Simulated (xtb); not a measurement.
Harmonic IR lines of one isomer of C2H4N2O, unscaled. Calculation: GFN2-xTB (xtb).

```
wavenumber (cm⁻¹)  relative intensity
-----------------  ------------------
278                                13
476                               5.0
551                                13
769                               4.2
924                               4.4
968                               9.0
1115                               26
1211                               11
1398                               46
1413                               32
1729                               39
1807                              100
2736                               31
2779                               33
```

Problem. Name which structure gives these lines.
A. `N#COCN`
B. `[H]/N=C1/NCO1`
C. `[H]/N=C/NC=O`
D. `[H]/N=C\N=C\O`

Solution. C, `[H]/N=C/NC=O`
